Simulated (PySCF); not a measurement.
One molecule, one basis, several functionals.

Compound: C2H9PSi2.
SMILES: `[SiH3]/C=C\[SiH2]P`

Torsions of this conformer, `[SiH3:1]/[CH:2]=[CH:3]\[SiH2:4][PH2:5]`: C2–C3–Si4–P5 91°, H–P5–Si4–C3 -43°, H–P5–Si4–C3 50°.

PySCF, pcSseg-1 basis, density fitting, gas phase, PBE0-D3(BJ)/def2-SVP geometry. One functional is left out:

| functional | exact exchange (%) | HOMO energy (eV) | LUMO energy (eV) | dipole moment (D) |
| --- | --- | --- | --- | --- |
| B97-D | 0 | -6.23 | -2.10 | 1.484 |
| BLYP | 0 | -6.09 | -2.02 | 1.416 |
| BP86 | 0 | -6.38 | -2.32 | 1.537 |
| LDA | 0 | -6.38 | -2.43 | 1.587 |
| OPBE | 0 | -6.29 | -2.15 | 1.605 |
| PBE | 0 | -6.28 | -2.23 | 1.530 |
| B97-2 | 21 | -7.12 | -1.37 | 1.596 |
| PBE0 | 25 | -7.35 | -1.35 | 1.627 |
| mPW1PW91 | 25 | -7.37 | -1.35 | 1.610 |
| BHandHLYP | 50 | -8.25 | -0.28 | 1.577 |

Predict the row of B3LYP (20 % exact exchange) by straight lines through the other rows, and check it.

| property | line | computed | computed − line | B97-2 (21 %), for comparison |
| --- | --- | --- | --- | --- |
| HOMO energy (eV) | -7.09 | -7.11 | -0.02 | -7.12 |
| LUMO energy (eV) | -1.46 | -1.49 | -0.03 | -1.37 |
| dipole moment (D) | 1.571 | 1.502 | -0.069 | 1.596 |

Which of these properties follows the share of exact exchange most closely, and which least?

Most closely the HOMO energy, least the dipole moment; the correlations over the tabulated rows are HOMO energy -0.992, LUMO energy 0.984, dipole moment 0.475. The HOMO energy moves by -0.405 eV for every 10 %. Functionals with the same share still differ in their other parts: at 0 % BLYP and BP86 differ by 0.29 eV in it.
